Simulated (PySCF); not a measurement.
Partial charges of `C/C=C/P1(=S)CCC1`

Compound: C6H11PS.
Cartesian coordinates in Å at the GFN2-xTB level; atoms count from 1:
```xyz
19
C6H11PS angstrom
C      3.0960    0.3492   -0.8528
C      1.7550   -0.2361   -0.5854
C      0.9883    0.0743    0.4526
P     -0.5710   -0.7718    0.8013
S     -0.4108   -2.3137    1.9658
C     -1.5776   -0.8014   -0.7684
C     -2.1534    0.5820   -0.4180
C     -1.8312    0.5712    1.0873
H      3.0997    0.8556   -1.8179
H      3.3797    1.0560   -0.0771
H      3.8414   -0.4441   -0.8982
H      1.4015   -0.9568   -1.3132
H      1.3203    0.7609    1.2231
H     -2.3269   -1.5911   -0.6932
H     -1.0652   -0.8844   -1.7242
H     -1.5961    1.3688   -0.9251
H     -3.2109    0.6989   -0.6506
H     -2.6552    0.1790    1.6852
H     -1.4935    1.5127    1.5164
```

Density: PBE0/pcSseg-1 (PySCF); schemes: Mulliken, IAO, Hirshfeld and ESP-fitted. Isolated species at its GFN2-xTB geometry (one conformer only).

Question: Atoms with like bonding are taken together and averaged. Do the Mulliken, IAO, Hirshfeld and ESP-fitted schemes agree on where the charge is lowest?

Answer: The schemes don't all agree: Mulliken C6/C8 (-0.369); IAO S5 (-0.588); Hirshfeld S5 (-0.342); ESP-fitted C1 (-0.519).

Question: Which atoms carry the highest charge in the Mulliken, IAO, Hirshfeld and ESP-fitted schemes?

Answer: The schemes don't all agree: Mulliken P4 (+0.437); IAO P4 (+1.060); Hirshfeld P4 (+0.332); ESP-fitted H13 (+0.220).

Question: Tabulate the Mulliken, IAO, Hirshfeld and ESP-fitted charges.

Answer: In e; atoms taken as equivalent share a row and are averaged (×n: the atom named and its like, n in all):

```
      atom                     environment  Mulliken     IAO  Hirshfeld  ESP-fitted
        C1                  allylic carbon    -0.210  -0.425     -0.109      -0.519
        C2                alkene CH carbon    -0.184  -0.090     -0.013      +0.049
        C3                alkene CH carbon    -0.291  -0.413     -0.104      -0.261
        P4  phosphorus bonded to 3 C and S    +0.437  +1.060     +0.332      +0.046
        S5              sulfur bonded to P    -0.349  -0.588     -0.342      -0.345
     C6/C8  sp3 carbon bound to phosphorus    -0.369  -0.487     -0.111      -0.076
        C7       four-membered-ring carbon    -0.210  -0.262     -0.070      -0.125
H9/H10/H11                 methyl hydrogen    +0.130  +0.156     +0.053      +0.161
       H12                vinylic hydrogen    +0.117  +0.145     +0.050      +0.161
       H13                vinylic hydrogen    +0.139  +0.159     +0.051      +0.220
   H14/H18              methylene hydrogen    +0.160  +0.163     +0.049      +0.100
   H15/H19              methylene hydrogen    +0.151  +0.151     +0.044      +0.056
       H16              methylene hydrogen    +0.133  +0.144     +0.039      +0.073
       H17              methylene hydrogen    +0.142  +0.147     +0.045      +0.060
```

Mean size of the charges over all atoms: IAO 0.290 e, Mulliken 0.209 e, ESP-fitted 0.148 e, Hirshfeld 0.091 e. Each set sums to the total charge, 0, to within 0.001 e. The Mulliken scheme counts on each atom the diagonal of the density matrix times the overlap matrix over that atom's basis functions.

Question: How closely do the schemes follow one another over all atoms?

Answer: Correlation coefficient and root-mean-square difference: IAO with Hirshfeld 0.95, 0.255 e; Mulliken with IAO 0.95, 0.170 e; Mulliken with Hirshfeld 0.88, 0.133 e; Mulliken with ESP-fitted 0.70, 0.167 e; Hirshfeld with ESP-fitted 0.68, 0.139 e; IAO with ESP-fitted 0.66, 0.284 e.

Question: Sum the charges by element, for elements with more than one atom.

Answer: 
```
element  atoms  Mulliken     IAO  Hirshfeld  ESP-fitted
      C      6    -1.633  -2.164     -0.519      -1.008
      H     11    +1.545  +1.692     +0.528      +1.308
```

Question: How many electrons does the ESP-fitted scheme count on C8?

Answer: Its own charge is -0.078 e, so Z − q = 6.078.

These values come from a run that also computed NMR shieldings. Time: 56 s of wall time (with the writing of density and orbital grids); peak memory 0.89 GiB. Hardware: Arm Neoverse V1, one thread, no GPU, shared host with 32 logical CPUs at a one-minute load of 19.
